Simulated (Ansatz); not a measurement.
Mulliken charges of CHFSe (`FC=[Se]`) from ωB97M-V/def2-TZVPP in Ansatz (PBE0-D4/def2-TZVP geometry).

| atom | x (Å) | y (Å) | z (Å) | charge (e) |
| --- | --- | --- | --- | --- |
| F1 | -1.157 | -0.389 | 0.508 | -0.126 |
| C2 | -0.049 | 0.047 | -0.059 | 0.024 |
| Se3 | 1.539 | -0.539 | 0.323 | -0.038 |
| H4 | -0.277 | 0.820 | -0.792 | 0.139 |

Problem. By hand: the dipole of these point charges (1 e Å = 4.8032 D).

Solution. Σ q r = (0.048, 0.185, -0.188) e Å, of length 0.268 e Å = 1.29 D.

Problem. How does the dipole of the full density compare? (An estimate is asked.)

Solution. Ansatz gave: (-0.102, 0.193, -0.178) e Å, 1.35 D; the point charges give 0.96 times that, at 32° from its direction.

Point charges leave out the atoms' own dipoles, such as those of lone pairs, and Mulliken's split depends on the basis, so the two needn't agree.
